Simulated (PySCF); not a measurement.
**Bonds of Al to H, F, Cl, Br**

CCSD(T) in PySCF with def2-TZVPPD on every atom, for the lowest determinant that a PBE0 search found; no spin–orbit coupling. D0 is De less the harmonic zero-point energy.

| X | state of AlX | D0(AlX) (eV) | D0(X₂) (eV) |
| --- | --- | --- | --- |
| H | singlet (closed shell) | 3.05 | 4.43 |
| F | singlet (closed shell) | 6.80 | 1.46 |
| Cl | singlet (closed shell) | 5.07 | 2.30 |
| Br | singlet (closed shell) | 4.54 | 2.07 |

Problem. Give the energy of Al + X₂ → AlX + X at 0 K for each X.

Solution. H: 4.43 − 3.05 = +1.38 eV; F: 1.46 − 6.80 = -5.34 eV; Cl: 2.30 − 5.07 = -2.77 eV; Br: 2.07 − 4.54 = -2.47 eV (CCSD(T)/def2-TZVPPD; negative means exothermic).

Problem. Does an atom of F displace H from AlH?

Solution. AlH + F → AlF + H has ΔE = 3.05 − 6.80 = -3.75 eV at CCSD(T)/def2-TZVPPD, so it is downhill.

Gas-phase diatomics only hint at surface chemistry, where an atom holds several bonds.

Correlated steps freeze the inner cores (0 to 18 orbitals); shallow outer-core shells are correlated. Where the molecule has an RHF reference, its open-shell atoms are computed with UHF.
